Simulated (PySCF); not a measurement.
PySCF input for C₃H₈N, SMILES CC(C)[NH], multiplicity 2, TDA-CAM-B3LYP/def2-SVPD. Coordinates come from a ωB97X-D3(BJ)/def2-SVP optimisation. The isomer is the one that the SMILES or the coordinates give; other isomers of the formula were not compared. The values are those of a single conformer.

```python
import numpy as np
from pyscf import gto, scf, dft, tdscf

mol = gto.M(
    atom='''
    C    -1.05684234    0.80800626    0.47047880
    C    -0.03834632   -0.00422991   -0.34813735
    C     1.40152029    0.35535919    0.01315640
    N    -0.25103774   -1.42350680   -0.18950549
    H    -0.88607136    1.88797192    0.34059832
    H    -0.95945251    0.57150759    1.54225036
    H    -2.09070619    0.58472974    0.16036843
    H    -0.20824014    0.24335487   -1.42013818
    H     1.60720193    1.42197678   -0.17016328
    H     1.58808384    0.14153923    1.07798787
    H     2.10612881   -0.24657180   -0.57999183
    H    -1.23767010   -1.59477409   -0.43736047
    ''',
    basis='def2-SVPD',
    charge=0,
    spin=1,
    max_memory=1600,
    verbose=4,
)
mf = dft.UKS(mol, xc='cam-b3lyp').density_fit(auxbasis='def2-universal-jkfit')
mf.grids.level = 3
mf.conv_tol = 1e-9
mf.max_cycle = 100
mf.kernel()
fine, coarse = mf.grids, dft.Grids(mol).set(level=1).build(with_non0tab=True)
for _ in range(3):  # follow internal instabilities
    mf.grids = coarse
    mo, _, stable, _ = mf.stability(return_status=True, nroots=4)
    mf.grids = fine
    if stable:
        break
    mf.kernel(mf.make_rdm1(mo, mf.mo_occ))
mf.grids = dft.Grids(mol).set(level=1).build(with_non0tab=True)  # coarser grid for the response kernel
td = tdscf.TDA(mf)
td.nstates = 10
td.conv_tol = 1e-4
td.positive_eig_threshold = 1e-6
td.kernel(x0=td.get_init_guess(mf, 15))
td.analyze()
```

It prints:

```
PySCF version 2.14.0

[INPUT] verbose = 4
[INPUT] num. atoms = 12
[INPUT] num. electrons = 33
[INPUT] charge = 0
[INPUT] spin (= nelec alpha-beta = 2S) = 1
[INPUT] symmetry False subgroup None
[INPUT] Mole.unit = angstrom
[INPUT] Symbol           X                Y                Z      unit          X                Y                Z       unit  Magmom
[INPUT]  1 C     -1.056842340000   0.808006260000   0.470478800000 AA   -1.997142579444   1.526910538334   0.889076079414 Bohr   0.0
[INPUT]  2 C     -0.038346320000  -0.004229910000  -0.348137350000 AA   -0.072464042685  -0.007993371432  -0.657884245232 Bohr   0.0
[INPUT]  3 C      1.401520290000   0.355359190000   0.013156400000 AA    2.648489506121   0.671531544947   0.024861992785 Bohr   0.0
[INPUT]  4 N     -0.251037740000  -1.423506800000  -0.189505490000 AA   -0.474392575530  -2.690037988456  -0.358113475202 Bohr   0.0
[INPUT]  5 H     -0.886071360000   1.887971920000   0.340598320000 AA   -1.674432197221   3.567749859669   0.643637543287 Bohr   0.0
[INPUT]  6 H     -0.959452510000   0.571507590000   1.542250360000 AA   -1.813102473427   1.079992823210   2.914430795912 Bohr   0.0
[INPUT]  7 H     -2.090706190000   0.584729740000   0.160368430000 AA   -3.950862106033   1.104979065488   0.303052411726 Bohr   0.0
[INPUT]  8 H     -0.208240140000   0.243354870000  -1.420138180000 AA   -0.393516832741   0.459874055379  -2.683672219238 Bohr   0.0
[INPUT]  9 H      1.607201930000   1.421976780000  -0.170163280000 AA    3.037171474572   2.687146669691  -0.321561995658 Bohr   0.0
[INPUT] 10 H      1.588083840000   0.141539230000   1.077987870000 AA    3.001043520448   0.267470380582   2.037101839903 Bohr   0.0
[INPUT] 11 H      2.106128810000  -0.246571800000  -0.579991830000 AA    3.980006633956  -0.465953172041  -1.096025713185 Bohr   0.0
[INPUT] 12 H     -1.237670100000  -1.594774090000  -0.437360470000 AA   -2.338857521563  -3.013686260652  -0.826491506011 Bohr   0.0

nuclear repulsion = 126.447106422846
number of shells = 64
number of NR pGTOs = 200
number of NR cGTOs = 144
basis = def2-SVPD
ecp = {}


******** <class 'pyscf.df.df_jk.DFUKS'> ********
method = DFUKS
initial guess = minao
damping factor = 0
level_shift factor = 0
DIIS = <class 'pyscf.scf.diis.CDIIS'>
diis_start_cycle = 1
diis_space = 8
diis_damp = 0
SCF conv_tol = 1e-09
SCF conv_tol_grad = None
SCF max_cycles = 100
direct_scf = False
number electrons alpha = 17  beta = 16
XC library pyscf.dft.libxc version 7.1.2
    S. Lehtola, C. Steigemann, M. J. T. Oliveira, and M. A. L. Marques,  SoftwareX 7, 1–5 (2018)
XC functionals = cam-b3lyp
    T. Yanai, D. P. Tew, and N. C. Handy,  Chem. Phys. Lett. 393, 51 (2004)
radial grids:
    Treutler-Ahlrichs [JCP 102, 346 (1995); DOI:10.1063/1.469408] (M4) radial grids

becke partition: Becke, JCP 88, 2547 (1988); DOI:10.1063/1.454033
pruning grids: <function nwchem_prune>
grids dens level: 3
symmetrized grids: False
atomic radii adjust function: <function treutler_atomic_radii_adjust>
small_rho_cutoff = 0
Set gradient conv threshold to 3.16228e-05
tot grids = 134720
******** <class 'pyscf.df.df.DF'> ********
auxbasis = def2-universal-jkfit
Create RSH-DF object <pyscf.df.df.DF object> for omega=0.33
******** <class 'pyscf.df.df.DF'> ********
auxbasis = auxmol.basis = def2-universal-jkfit
init E= -173.696343510953
  alpha nocc = 17  HOMO = -0.234978281181698  LUMO = 0.0217235702374201
  beta  nocc = 16  HOMO = -0.315760000445791  LUMO = -0.234978281181697

WARN: HOMO -0.234978281181698 >= LUMO -0.234978281181697

cycle= 1 E= -173.576565377963  delta_E= 0.12  |g|= 0.208  |ddm|= 3.13
  alpha nocc = 17  HOMO = -0.294105316507878  LUMO = 0.0505245221970565
  beta  nocc = 16  HOMO = -0.293548875601387  LUMO = -0.0276763741619641
  HOMO = -0.293548875601  LUMO = -0.027676374162  gap/eV = 7.23476
cycle= 2 E= -173.593057366413  delta_E= -0.0165  |g|= 0.165  |ddm|= 0.772
  alpha nocc = 17  HOMO = -0.334477704639781  LUMO = 0.0497486863551941
  beta  nocc = 16  HOMO = -0.337658064590248  LUMO = -0.0558373264332039
  HOMO = -0.33447770464  LUMO = -0.0558373264332  gap/eV = 7.58219
cycle= 3 E= -173.605920267214  delta_E= -0.0129  |g|= 0.028  |ddm|= 0.348
  alpha nocc = 17  HOMO = -0.33202357463521  LUMO = 0.0508663882937075
  beta  nocc = 16  HOMO = -0.333047462945184  LUMO = -0.0430257424539691
  HOMO = -0.332023574635  LUMO = -0.043025742454  gap/eV = 7.86403
cycle= 4 E= -173.606665809016  delta_E= -0.000746  |g|= 0.0142  |ddm|= 0.0977
  alpha nocc = 17  HOMO = -0.336108748409248  LUMO = 0.0511914304870076
  beta  nocc = 16  HOMO = -0.335500594024821  LUMO = -0.0438260058341449
  HOMO = -0.335500594025  LUMO = -0.0438260058341  gap/eV = 7.93687
cycle= 5 E= -173.606830851534  delta_E= -0.000165  |g|= 0.00544  |ddm|= 0.0362
  alpha nocc = 17  HOMO = -0.336506328548199  LUMO = 0.0509480353592706
  beta  nocc = 16  HOMO = -0.334750756136613  LUMO = -0.042626576329988
  HOMO = -0.334750756137  LUMO = -0.04262657633  gap/eV = 7.94910
cycle= 6 E= -173.606866351876  delta_E= -3.55e-05  |g|= 0.0015  |ddm|= 0.0172
  alpha nocc = 17  HOMO = -0.336601346135243  LUMO = 0.0510221974264167
  beta  nocc = 16  HOMO = -0.334663947588789  LUMO = -0.04235630475221
  HOMO = -0.334663947589  LUMO = -0.0423563047522  gap/eV = 7.95410
cycle= 7 E= -173.606870870446  delta_E= -4.52e-06  |g|= 0.000461  |ddm|= 0.00733
  alpha nocc = 17  HOMO = -0.336717449543963  LUMO = 0.0510088736588981
  beta  nocc = 16  HOMO = -0.334766272136231  LUMO = -0.0424471914480966
  HOMO = -0.334766272136  LUMO = -0.0424471914481  gap/eV = 7.95441
cycle= 8 E= -173.606871393312  delta_E= -5.23e-07  |g|= 0.000282  |ddm|= 0.00209
  alpha nocc = 17  HOMO = -0.336678070685499  LUMO = 0.0510148085548852
  beta  nocc = 16  HOMO = -0.334721526989224  LUMO = -0.0424155957085244
  HOMO = -0.334721526989  LUMO = -0.0424155957085  gap/eV = 7.95405
cycle= 9 E= -173.606871638313  delta_E= -2.45e-07  |g|= 0.00018  |ddm|= 0.00123
  alpha nocc = 17  HOMO = -0.336681209783228  LUMO = 0.0510138820108184
  beta  nocc = 16  HOMO = -0.334723745883668  LUMO = -0.0424251881971198
  HOMO = -0.334723745884  LUMO = -0.0424251881971  gap/eV = 7.95385
cycle= 10 E= -173.60687179717  delta_E= -1.59e-07  |g|= 0.000104  |ddm|= 0.00119
  alpha nocc = 17  HOMO = -0.336676145701941  LUMO = 0.0510143804803112
  beta  nocc = 16  HOMO = -0.334722915708734  LUMO = -0.0424243104155435
  HOMO = -0.334722915709  LUMO = -0.0424243104155  gap/eV = 7.95385
cycle= 11 E= -173.606871879896  delta_E= -8.27e-08  |g|= 4.15e-05  |ddm|= 0.0012
  alpha nocc = 17  HOMO = -0.336674261761834  LUMO = 0.0510146804258618
  beta  nocc = 16  HOMO = -0.334719731190314  LUMO = -0.0424195569588521
  HOMO = -0.33471973119  LUMO = -0.0424195569589  gap/eV = 7.95389
cycle= 12 E= -173.606871891482  delta_E= -1.16e-08  |g|= 1.37e-05  |ddm|= 0.000534
  alpha nocc = 17  HOMO = -0.336676868566928  LUMO = 0.0510143344341847
  beta  nocc = 16  HOMO = -0.334724003738367  LUMO = -0.0424226348345438
  HOMO = -0.334724003738  LUMO = -0.0424226348345  gap/eV = 7.95393
cycle= 13 E= -173.606871891964  delta_E= -4.81e-10  |g|= 8.05e-06  |ddm|= 9.51e-05
  alpha nocc = 17  HOMO = -0.336673934525603  LUMO = 0.0510144930898089
  beta  nocc = 16  HOMO = -0.334721151359011  LUMO = -0.0424198934885798
  HOMO = -0.334721151359  LUMO = -0.0424198934886  gap/eV = 7.95392
Extra cycle  E= -173.606871892002  delta_E= -3.79e-11  |g|= 7.14e-06  |ddm|= 2.61e-05
converged SCF energy = -173.606871892002  <S^2> = 0.75409851  2S+1 = 2.0040943
tot grids = 40440
uhf_internal: lowest eigs of H = [0.1491408  0.40704054 0.45071184 0.47922595]
<class 'pyscf.df.df_jk.DFUKS'> wavefunction is stable in the internal stability analysis
tot grids = 40440
Overwritten attributes  positive_eig_threshold  of <class 'pyscf.tdscf.uks.TDA'>


******** <class 'pyscf.tdscf.uks.TDA'> for <class 'pyscf.df.df_jk.DFUKS'> ********
nstates = 10
deg_eia_thresh = 1.000e-03
wfnsym = None
conv_tol = 0.0001
eigh lindep = 1e-12
eigh level_shift = 0
eigh max_cycle = 100


Excitation energies (eV)
[2.19076262 5.69242189 6.28455878 6.59204142 7.07245503 7.16883952
 7.72738097 7.83639933 8.29554843 8.32923398]

** Excitation energies and oscillator strengths **
Excited State   1:      2.19076 eV    565.94 nm  f=0.0009
      14b ->   17b     -0.12523
      16b ->   17b      0.97269
Excited State   2:      5.69242 eV    217.81 nm  f=0.0006
       8b ->   17b     -0.11890
       9b ->   17b     -0.21558
      10b ->   17b      0.18615
      12b ->   17b      0.11017
      13b ->   17b     -0.60237
      14b ->   17b     -0.66053
      15b ->   17b     -0.25033
Excited State   3:      6.28456 eV    197.28 nm  f=0.0205
      14b ->   17b      0.40958
      15b ->   17b     -0.88573
Excited State   4:      6.59204 eV    188.08 nm  f=0.0029
       9b ->   17b     -0.18559
      10b ->   17b      0.14409
      11b ->   17b     -0.14861
      12b ->   17b      0.10872
      13b ->   17b     -0.65968
      14b ->   17b      0.57697
      15b ->   17b      0.33480
      16b ->   17b      0.12353
Excited State   5:      7.07246 eV    175.31 nm  f=0.0078
      17a ->   18a     -0.85317
      17a ->   19a      0.28872
      17a ->   20a     -0.26941
      17a ->   21a     -0.21348
      16b ->   18b     -0.14998
Excited State   6:      7.16884 eV    172.95 nm  f=0.0049
      16a ->   18a      0.24096
      16a ->   21a      0.10193
      17a ->   18a      0.15708
      16b ->   18b     -0.81745
      16b ->   19b      0.23715
      16b ->   20b     -0.22730
      16b ->   21b     -0.25266
Excited State   7:      7.72738 eV    160.45 nm  f=0.0223
      16a ->   18a      0.84032
      16a ->   19a     -0.25113
      16a ->   20a      0.22297
      16a ->   21a      0.21368
      16b ->   18b      0.30511
Excited State   8:      7.83640 eV    158.22 nm  f=0.0007
      12b ->   17b     -0.97409
      13b ->   17b     -0.16513
Excited State   9:      8.29555 eV    149.46 nm  f=0.0077
      14a ->   18a      0.13432
      17a ->   18a     -0.22570
      17a ->   19a     -0.51825
      17a ->   20a     -0.34285
      17a ->   21a      0.56403
      17a ->   22a      0.22560
      11b ->   17b     -0.14346
      16b ->   19b     -0.15685
      16b ->   20b     -0.17311
      16b ->   21b      0.14128
Excited State  10:      8.32923 eV    148.85 nm  f=0.0083
      17a ->   20a      0.14850
      11b ->   17b     -0.67809
      14b ->   17b     -0.11056
      16b ->   18b      0.23808
      16b ->   19b      0.45815
      16b ->   20b     -0.11787
      16b ->   21b     -0.29845
      16b ->   22b     -0.15446

** Transition electric dipole moments (AU) **
state          X           Y           Z        Dip. S.      Osc.
  1        -0.0103      0.0098      0.1313      0.0174      0.0009
  2        -0.0142     -0.0364      0.0544      0.0045      0.0006
  3        -0.0007      0.3647     -0.0027      0.1330      0.0205
  4         0.0904     -0.0734     -0.0673      0.0181      0.0029
  5        -0.1089      0.1780      0.0390      0.0451      0.0078
  6        -0.1665      0.0073     -0.0050      0.0278      0.0049
  7         0.3364     -0.0597     -0.0345      0.1179      0.0223
  8         0.0348      0.0491     -0.0104      0.0037      0.0007
  9         0.0678      0.0845     -0.1618      0.0379      0.0077
 10         0.0573     -0.1885     -0.0459      0.0409      0.0083

** Transition velocity dipole moments (imaginary part, AU) **
state          X           Y           Z        Dip. S.      Osc.
  1         0.0120     -0.0077     -0.0310      0.0012      0.0097
  2        -0.0060     -0.0034      0.0199      0.0004      0.0014
  3         0.0025      0.0208      0.0351      0.0017      0.0048
  4         0.0205     -0.0087      0.0134      0.0007      0.0019
  5        -0.0288      0.0384      0.0312      0.0033      0.0084
  6        -0.0300      0.0086     -0.0053      0.0010      0.0025
  7         0.0725     -0.0258     -0.0077      0.0060      0.0141
  8         0.0031      0.0093     -0.0143      0.0003      0.0007
  9         0.0153      0.0163     -0.0531      0.0033      0.0073
 10         0.0092     -0.0330     -0.0045      0.0012      0.0026

** Transition magnetic dipole moments (imaginary part, AU) **
state          X           Y           Z
  1         0.5512      0.6541      0.0645
  2         0.5333     -0.4326      0.2299
  3        -0.3169      0.0064      0.0895
  4        -0.0012     -0.1497     -0.0191
  5         0.3720     -0.1668      0.2112
  6        -0.1135      0.1070      0.3361
  7         0.0426     -0.1667     -0.7032
  8         0.0662      0.1482      0.1355
  9        -0.0616      0.2929     -0.0651
 10        -0.2462     -0.0761      0.0929
```

The run converged.
